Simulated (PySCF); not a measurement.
**r2SCAN0 on Ni¹⁴⁺ (nickel, charge +14)**

Configuration: [Ne] 3s2 3p2, high-spin 3P determinant. Calculation: PySCF 2.14, in an even-tempered Gaussian basis (17 s from 0.93 bohr⁻², ratio 2.5; 11 p from 1.2 bohr⁻², ratio 2.5; 5 d from 6.3 bohr⁻², ratio 2.7; 4 f from 9.5 bohr⁻², ratio 2.7); the non-relativistic Hamiltonian (point nucleus).

- Total energy: -1416.407 hartree
- One-electron energy: -1710.553 hartree
- Hartree (Coulomb) energy: 343.393 hartree
- Exchange-correlation energy: -49.247 hartree
- Kinetic energy: 1415.83003 hartree
- ⟨S²⟩: 2.0019
- ⟨L²⟩: 2.006
- Sum of ⟨r⟩: 4.428 bohr
- Sum of ⟨r²⟩: 2.333 bohr²
- Traceless quadrupole moment −½Σ⟨3z² − r²⟩ along its main axis: 0.180 e·bohr²
- Density at the nucleus (Gaussians lack the cusp): 14900 bohr⁻³
- Spin density at the nucleus: 0.450 bohr⁻³

```csv
shell,electrons,mean orbital energy (eV),spread (eV),"rms radius, mean of both spins (bohr)"
1s α,1,-8653.9,0,0.0635
1s β,1,-8651.1,0,0.0635
2s α,1,-1436.8,0,0.266
2s β,1,-1435.4,0,0.266
2p α,3,-1312.5,0.101,0.236
2p β,3,-1309.4,2.848,0.236
3s α,1,-488.33,0,0.683
3s β,1,-477.27,0,0.683
3p α,2,-448.42,0,0.676
```
